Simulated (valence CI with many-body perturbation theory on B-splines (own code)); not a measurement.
## As¹⁸⁺: one-electron terms

Level of theory: valence CI with perturbative core correlation (CI+MBPT): five valence electrons over a frozen Dirac-Fock core [Ne], a basis of 11 s, 11 p, 10 d, 8 f, 5 g, 2 h functions for each j, with the one-electron correlation potential Σ1 (screened to all orders), the two-electron term Σ2, the three-electron term Σ3, Breit, model QED; selected single and double excitations, second order for the rest, scaled by the run's own slope (own B-spline code, finite nucleus).

No measured spectrum was set against this ion. As an estimate, levels of excited configurations hold to 0.05 to 0.15 % of their energy, terms of the ground configuration to about 0.5 %. Among the levels kept, up to 3300 cm⁻¹ of a level comes from second order outside the variational space, and about a tenth of that is noise between levels of different J, which matters for small intervals.

These are the spectroscopic orbitals of the CI (the correlating ones are not listed), shaped by the core and the other valence electrons. h is the expectation value of the core's Dirac-Fock operator, without the valence repulsion; Σ1 is computed up to l = 3 at one energy for each symmetry, that of its lowest orbital but kept below the first core excitation, so for empty shells it is not the orbital's own correlation shift; Breit and QED include the response of the core.

```tsv
Orbital	h (hartree)	Σ1 (cm⁻¹)	Breit (cm⁻¹)	QED (cm⁻¹)	⟨r⟩ (bohr)
3s1/2	-35.08	-5473	2249	1541	0.5164
4s1/2	-18.686	-1667	809	566	0.9960
5s1/2	-11.575	-725	371	262	1.641
6s1/2	-7.8731	-386	203	144	2.440
7s1/2	-5.7007	-231	123	87.3	3.397
8s1/2	-4.3177	-149	80.1	57.0	4.511
3p1/2	-33.232	-6535	3598	-106	0.5047
4p1/2	-17.915	-1990	1312	-37.6	1.004
5p1/2	-11.191	-886	620	-17.6	1.665
6p1/2	-7.655	-477	343	-9.7	2.481
7p1/2	-5.5651	-288	210	-5.9	3.454
8p1/2	-4.2278	-187	138	-3.9	4.585
3p3/2	-32.912	-6324	2236	28.1	0.5105
4p3/2	-17.788	-1944	803	11.3	1.012
5p3/2	-11.129	-868	386	5.5	1.675
6p3/2	-7.6196	-469	213	3.1	2.493
7p3/2	-5.5431	-283	130	1.9	3.468
8p3/2	-4.2132	-184	85.5	1.3	4.601
3d3/2	-30.439	-7406	1405	-68.6	0.4600
4d3/2	-16.824	-1949	491	-23.4	0.9931
5d3/2	-10.66	-857	234	-11.1	1.678
6d3/2	-7.3555	-460	130	-6.2	2.519
7d3/2	-5.3794	-278	80.1	-3.8	3.518
3d5/2	-30.379	-7245	595	-33.1	0.4615
4d5/2	-16.798	-1905	207	-10.1	0.9950
5d5/2	-10.647	-838	99	-4.6	1.681
6d5/2	-7.3478	-450	55.4	-2.5	2.522
7d5/2	-5.3746	-271	34.1	-1.5	3.522
4f5/2	-16.293	-1191	23.7	-4.4	0.9016
5f5/2	-10.393	-609	16.9	-2.5	1.605
6f5/2	-7.2025	-350	11.0	-1.5	2.463
7f5/2	-5.284	-219	7.4	-1.0	3.479
4f7/2	-16.283	-1182	1.6	0.5	0.9023
5f7/2	-10.388	-603	1.2	-0.1	1.606
6f7/2	-7.1997	-347	0.8	-0.1	2.464
7f7/2	-5.2822	-217	0.5	-0.1	3.480
5g7/2	-10.29		0.3	-0.7	1.437
6g7/2	-7.1481		0.3	-0.4	2.300
7g7/2	-5.2511		0.2	-0.3	3.323
5g9/2	-10.287		0.0	0.5	1.437
6g9/2	-7.1466		0.0	0.3	2.301
7g9/2	-5.2501		0.0	0.2	3.324
6h9/2	-7.1287				2.051
6h11/2	-7.1277				2.051
```

Among the shells of the start configuration 3s2 3p3, Σ1 is largest in size for 3p1/2, where it is 0.090 % of h.

Lowest root of each symmetry, sizes in configuration state functions:

```csv
J,Parity,Roots,Reference,Variational,Second order,Change by selected CI (cm⁻¹),Change by second order (cm⁻¹)
1/2,even,12,92,31996,1032591,-10647,-299
3/2,even,17,146,31991,1963478,-9922,-842
5/2,even,15,157,31980,2346252,-9833,-969
7/2,even,9,123,31971,2271287,-13809,-1260
9/2,even,5,82,31731,2236809,-14493,-1098
11/2,even,2,37,32732,2093993,-9802,-644
13/2,even,1,15,33072,723030,-10266,-314
1/2,odd,22,80,32000,1750895,-13626,-780
3/2,odd,34,131,31990,3362018,-10414,-1022
5/2,odd,32,132,31924,3854401,-11604,-1845
7/2,odd,24,104,31924,4016394,-7936,-1115
9/2,odd,12,62,31837,3608809,-8125,-857
11/2,odd,4,30,32055,2982053,-14993,-1312
```
